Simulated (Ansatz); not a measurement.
## Worked example: C2H5ClSi + C2H6OSi2 → C2H6OSi + C2H5ClSi2

Species: C2H5ClSi `C=C[SiH2]Cl`, singlet; C2H6OSi2 `O[SiH2]C#C[SiH3]`, singlet; C2H6OSi `C=C[SiH2]O`, singlet; C2H5ClSi2 `[SiH3]C#C[SiH2]Cl`, singlet. The partners trade Cl for OH; both sit on Si, so the bond types are kept.

Shapes, held fixed at every level: PBE0-D4/def2-TZVP. Flexible molecules stand in one conformer, not always the lowest. Programs: Ansatz 0.2.0. Electronic energies: no zero-point or thermal term.

At CCSD(T)/CBS estimate; 1 Eh = 2625.50 kJ/mol:

| species | energy (Eh) |
| --- | --- |
| C2H5ClSi | -827.997513 |
| C2H6OSi2 | -733.045297 |
| C2H6OSi | -443.991098 |
| C2H5ClSi2 | -1117.048893 |

Task: Work out ΔE of the reaction at this level.

Result: 
1. Products less reactants: (-443.991098) + (-1117.048893) − [(-827.997513) + (-733.045297)] = 0.002819 Eh = +7.4 kJ/mol.

Other levels give +6.3 (SPW92/def2-TZVPP) to +9.2 kJ/mol (HF/def2-TZVPP). No measured value is set beside it here. The CBS estimate extrapolates MP2 from def2-TZVPP and def2-QZVPP and adds CCSD(T) − MP2 in the triple-zeta set, cores frozen.
